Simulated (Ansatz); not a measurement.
Program: Ansatz. Geometries: PBE0-D4/def2-TZVP. ΔE: electronic, gas phase. CCSD(T)/CBS is the MP2 limit (def2-TZVPP, def2-QZVPP) plus CCSD(T) − MP2 in def2-TZVPP, frozen cores. DFT in def2-TZVPP. B3LYP here is the variant with VWN-RPA as its local correlation; programs differ in this. HSE06 is defined as in plane-wave codes. Each species was taken in one conformer, which may not be the lowest.

`B[SiH](N)P` + `[CH3][AlH][CH2]F` → `N[SiH](F)P` + `B[CH2][AlH][CH3]`  (redistribution)

`B[SiH](N)P`:

Cartesian coordinates in Å:
```
B -1.162 0.438 -0.654
Si 0.016 -0.158 0.762
N 0.395 -1.808 0.981
P 1.244 1.014 -0.817
H -1.743 1.479 -0.581
H -1.372 -0.310 -1.567
H 0.229 0.569 2.033
H 1.201 -2.107 1.504
H 0.116 -2.489 0.295
H 0.975 2.279 -0.235
H 0.101 1.093 -1.721
```

`[CH3][AlH][CH2]F`:

```xyz
10

C    -0.189   -0.459   -1.659
Al   -0.549    0.509   -0.003
C     0.549    0.102    1.599
F     0.181    0.866    2.712
H     0.062    0.236   -2.468
H     0.628   -1.180   -1.575
H    -1.080   -1.002   -1.991
H    -1.693    1.606    0.088
H     1.618    0.278    1.414
H     0.473   -0.957    1.884
```

`N[SiH](F)P`:

Z-matrix (Å, degrees):
```
Si
F 1 1.607
P 1 2.240 2 105.0
N 1 1.696 2 114.5 3 -117.5
H 1 1.481 2 105.5 3 124.8
H 3 1.420 1 93.6 2 61.3
H 3 1.420 1 93.0 2 155.6
H 4 1.007 1 122.1 2 73.6
H 4 1.007 1 121.9 2 -82.6
```

`B[CH2][AlH][CH3]`:

Cartesian coordinates in Å:
```
B -1.104 -0.239 1.618
C -0.652 1.003 0.898
Al -0.206 0.297 -0.911
C 1.450 -0.676 -1.219
H -0.307 -0.982 2.122
H -2.260 -0.566 1.614
H -1.393 1.779 0.692
H 0.326 1.410 1.182
H -1.202 0.634 -2.101
H 2.050 -0.206 -2.005
H 1.230 -1.692 -1.569
H 2.067 -0.762 -0.322
```

```csv
level,ΔE (kJ/mol),difference from CCSD(T)/CBS
LDA (SPW92),-288.1,48.2
PBE-D4,-292.2,44.1
revPBE-D4,-291.1,45.2
BLYP-D4,-312.2,24.1
r2SCAN-D4,-320.5,15.8
PBE0-D4,-309.7,26.6
B3LYP-D4,-325.7,10.6
r2SCANh-D4,-324.3,12.0
r2SCAN0-D4,-329.6,6.7
HSE06-D4,-309.1,27.2
BHLYP-D4,-346.0,-9.7
CAM-B3LYP-D4,-336.2,0.1
ωB97X-V,-327.8,8.5
ωB97M-V,-331.3,5.0
B2PLYP,-335.9,0.4
PBE-QIDH,-330.9,5.4
revPBE,-294.4,41.9
BLYP,-314.7,21.6
r2SCAN,-320.7,15.6
PBE0,-310.5,25.8
r2SCANh,-324.5,11.8
r2SCAN0,-329.8,6.5
BHLYP,-347.6,-11.3
CAM-B3LYP,-337.1,-0.8
LC-ωPBE,-325.3,11.0
RPA@PBE/def2-TZVPP,-324.0,12.3
HF/def2-SVP,-353.1,-16.8
MP2/def2-SVP,-331.7,4.6
CCSD/def2-SVP,-322.8,13.5
CCSD(T)/def2-SVP,-316.6,19.7
HF/def2-TZVPP,-374.2,-37.9
MP2/def2-TZVPP,-346.4,-10.1
SCS-MP2/def2-TZVPP,-347.3,-11.0
CCSD/def2-TZVPP,-341.2,-4.9
CCSD(T)/def2-TZVPP,-333.5,2.8
HF/def2-QZVPP,-376.3,-40.0
MP2/def2-QZVPP,-348.7,-12.4
SCS-MP2/def2-QZVPP,-349.9,-13.6
HF/CBS(def2),-376.6,-40.3
MP2/CBS(def2),-349.1,-12.8
CCSD(T)/CBS,-336.3,0
```

Largest T1 diagnostic among the species: 0.016.

From PBE to PBE0 (25 % exact exchange), in def2-TZVPP and without D4, ΔE moves by −17.3 kJ/mol. At CCSD(T), def2-SVP lies +19.7 kJ/mol from the extrapolated value and def2-TZVPP +2.8 kJ/mol.
